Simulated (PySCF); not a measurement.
ReH6: from a saddle point downhill

PySCF 2.14.0, UKS PBE, Re def2-SVP with ECP60, H def2-SVP; non-relativistic Hamiltonian with scalar-relativistic core potentials where named; density fitting; no spin-orbit coupling. Relaxed within the symmetry of its start, the geometry (D3h) is

```xyz
7

Re    0.0000    0.0000    0.0000
H     1.3166    0.0000    1.0598
H    -0.6583    1.1402    1.0598
H    -0.6583   -1.1402    1.0598
H     1.3166    0.0000   -1.0598
H    -0.6583    1.1402   -1.0598
H    -0.6583   -1.1402   -1.0598
```

and its lowest harmonic modes are -980, -598, -598, -367, -367, 833 cm⁻¹ (negative: unstable). It was moved along the lowest mode and relaxed again, within the group C3v that the move left.

Where does it end, and how much lower?

In C3v, 0.548 eV lower, after 5 steps:
```xyz
7

Re    0.0000    0.0000   -0.1447
H     1.0283    0.0000    1.1540
H    -0.5141    0.8905    1.1540
H    -0.5142   -0.8905    1.1540
H     1.5596    0.0000   -0.7307
H    -0.7798    1.3507   -0.7307
H    -0.7798   -1.3506   -0.7307
```

How do the contacts change?


| contact | saddle (Å) | end (Å) |
| --- | --- | --- |
| Re1–H2 (H) | 1.690 | 1.656 |
| Re1–H3 (H) | 1.690 | 1.656 |
| Re1–H4 (H) | 1.690 | 1.656 |
| Re1–H5 (H) | 1.690 | 1.666 |
| Re1–H6 (H) | 1.690 | 1.666 |
| Re1–H7 (H) | 1.690 | 1.666 |


Is the end a minimum?

No, 2 of the modes stay unstable (below −25 cm⁻¹); lowest modes -2013, -2013, 551, 551, 594, 963 cm⁻¹.

Open shells may have lower solutions than the one found.

State: doublet.
